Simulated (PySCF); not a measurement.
**Assigning NMR signals**

Bonds (- single, = double, # triple, : aromatic): F1-C2, C2-Si3, Si3-O4, O4-C5, C5:C6, C6:C7, C7:C8, C8:C9, C9:C10, C10:C5. C2 carries H11, H12; Si3 carries H13, H14; C6 carries H15; C7 carries H16; C8 carries H17; C9 carries H18; C10 carries H19.

One averaged value for each set of equivalent atoms, non-relativistic Hamiltonian, one computed conformer, no solvent model. Geometry from PBE0-D3(BJ)/def2-SVP; GIAO HF/pcSseg-1 shieldings; PySCF 2.14.

Referencing at the same level of theory: TMS for 13C, 1H.

(1) Assign these signals to the numbered atoms. 13C{1H} NMR (computed): δ 163.4, 139.8, 127.0, 122.2, 65.7.

(2) Assign these signals to the numbered atoms. 1H NMR (500 MHz, computed): δ 7.59 (m, 2H), 7.13 (t, 1H), 7.01 (d, 2H), 4.73 (m, 2H), 4.54 (m, 2H).

## Answers

(1) 
163.4 → C5, aromatic carbon bearing oxygen: the electronegative substituent deshields the carbon that carries it
139.8 → C7/C9, aromatic CH: the aromatic region
127.0 → C8, aromatic CH
122.2 → C6/C10, aromatic CH
65.7 → C2, sp3 CH2 bonded to F and Si: deshielded by the electronegative neighbour

(2) 
| δ (ppm) | atoms | environment | reason |
| --- | --- | --- | --- |
| 7.59 | H16/H18 | hydrogen on an aromatic CH | it sits in the deshielding region of the aromatic ring current |
| 7.13 | H17 | hydrogen on an aromatic CH | – |
| 7.01 | H15/H19 | hydrogen on an aromatic CH | – |
| 4.73 | H13/H14 | hydrogen on a silicon bonded to C, O | – |
| 4.54 | H11/H12 | hydrogen on an sp3 CH2 bonded to F and Si | its carbon carries F, hence the downfield position |

H17 and H15/H19 lie closer than the usual error of such a calculation, so a measured spectrum could show them in the other order.

Splittings by 19F in the carbon and heteronuclear signals aren't shown, as no couplings were computed. Shifts are as computed. Against solution values, carbons near 30 ppm lie about -0 ppm off and those near 130 ppm about +7 ppm. Of 1309 compounds with measured shifts, 239 miss one by over three times the rms of a fit or turn the order of signals round; such compounds aren't used in these exercises. No couplings were computed; multiplicities are counted from neighbouring protons, with m where these are inequivalent, close in shift, in a saturated or five-membered ring or joined by F or P, and br s for small geminal =CH2 splittings.
